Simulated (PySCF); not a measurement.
**Zn⁺: excitation energy**

Zn⁺ [Ar] 3d10 4s1 (2S) → Zn⁺ [Ar] 3d9 4s2 (2D), as a difference of total energies. Calculation: PySCF 2.14, in def2-TZVPPD; the non-relativistic Hamiltonian (point nucleus). Correlated levels: valence: [Ar] frozen; valence and next inner shell: [Ne] frozen. The calculations carry no spin-orbit coupling.

```csv
method,excitation energy (eV),difference from reference (eV)
UHF,7.504,-0.406
LDA,9.035,+1.125
PBE,8.744,+0.834
PBE0,8.554,+0.644
r2SCAN,8.639,+0.729
wB97M-V,8.253,+0.343
TPSS,8.714,+0.804
wB97X,8.330,+0.420
BP86,8.714,+0.804
MP2 (valence),9.236,+1.326
SCS-MP2 (valence),8.845,+0.935
MP2 (valence and next inner shell),9.637,+1.727
SCS-MP2 (valence and next inner shell),9.176,+1.266
```

Reference: 7.910 eV (measured; NIST levels, between the centres of gravity of the two terms).

These non-relativistic numbers lack the scalar-relativistic shift.

Errors of the correlated levels include the incompleteness of this basis and the frozen core.
